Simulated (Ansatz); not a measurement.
A search over several starts for the lowest SCF solution of Ag3H3⁻, that is (AgH)3 ring with one electron more at the given spin, in a small basis.

```yaml
crystal:
  periodic: [false, false, false]
  atoms:
    - {symbol: Ag, position_ang: [1.390021, -0.635957, 0.366786]}
    - {symbol: H, position_ang: [1.649071, 1.180608, 0.157475]}
    - {symbol: Ag, position_ang: [-0.115767, 1.548432, -0.245141]}
    - {symbol: H, position_ang: [-1.798657, 0.823158, -0.474663]}
    - {symbol: Ag, position_ang: [-1.274256, -0.912473, -0.121649]}
    - {symbol: H, position_ang: [0.149589, -2.003767, 0.317181]}
basis:
  gaussian: {orbitals: def2-SVP}
total_charge: -1
magnetization: {spin_polarized: true, initial_magnetization: 1}
hamiltonian: {xc: pbe0, dispersion: d4}
output: {orbitals: {seedname: orbitals}}
```

```sh
$ ansatz run in.yaml --threads 4 --pin off --events-out ev --progress --plain --max-ram 3916MiB
```

Output, abridged:

```
Functional definition: PBE0
1137 factors; integrals over basis functions are off by at most 5.1e-4 eV
mean field evaluation 1: about -12044.8470 eV, gradient 6.3e0 eV
mean field evaluation 2: about -12044.8658 eV, gradient 7.5e0 eV
mean field evaluation 4: about -12045.2307 eV, gradient 5.4e-1 eV
mean field evaluation 8: about -12045.5183 eV, gradient 1.5e-1 eV
mean field evaluation 16: about -12045.5185 eV, gradient 1.4e-3 eV
mean field evaluation 32: about -12045.5198 eV, gradient 3.7e-3 eV
mean field evaluation 64: about -12045.5189 eV, gradient 1.8e-2 eV
mean field evaluation 96: about -12045.5123 eV, gradient 5.6e-1 eV
mean field evaluation 128: about -12045.5185 eV, gradient 1.2e-6 eV
mean field evaluation 160: about -12045.4165 eV, gradient 1.9e0 eV
mean field -12045.51981027 eV, -442.6646882810 hartree, gradient 1.8e-6 eV, S^2 0.756492; 20 other end points of the search recorded, 0 dependent functions left out
reference -12045.51984008 eV, -442.6646893763 hartree; 31, 30 occupied and 77, 78 virtual orbitals, 1137 factors
Total energy: -12045.79493818 eV, -442.6747990451 hartree
```

Run time 49 s (4 threads of Intel Xeon on a shared host).

In the def2 sets Ag takes a core potential; there is no spin–orbit coupling. The highest occupied level of the charge -1 doublet lies above zero (up to 1.22 eV). Energy differences put its binding near zero (-0.03 eV; vertical, against the charge 0 singlet, at LC-ωPBE (ω = 0.30 bohr⁻¹)/def2-TZVP), which leaves it undecided.
